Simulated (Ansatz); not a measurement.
The lowest doublet and quartet of CCl (SMILES [C]Cl); geometries from B3LYP-D3(BJ)/def2-TZVP, each state relaxed from the structure named, with no frequency check.
Doublet at the quartet's geometry (charge 0, multiplicity 2):
```xyz
2

C      0.0000     0.0000    -1.2268
Cl     0.0000     0.0000     0.4330
```

A positive gap puts the quartet lower; no zero-point energy. U- takes an unrestricted doublet. The quartet is unrestricted in single-reference levels. Active spaces average the two states.

Cores are frozen in the correlated methods.

Programs: Ansatz (an electronic-structure program) with Gaussian orbitals. Values without a source in brackets are computed.

Problem. What gap E(doublet) − E(quartet), vertical, at the quartet's geometry does U-PBE/def2-TZVPP give?

Solution. -55.8 kcal/mol

Problem. Give the gap E(doublet) − E(quartet), vertical, at the quartet's geometry at the level SC-NEVPT2 on SA-CASSCF(3,4)/cc-pV(T+d)Z.

Solution. -50.5 kcal/mol

Problem. What gap E(doublet) − E(quartet), vertical, at the quartet's geometry does FIC-MRCISD+Q on SA-CASSCF(3,4)/cc-pV(Q+d)Z give?

Solution. -54.2 kcal/mol
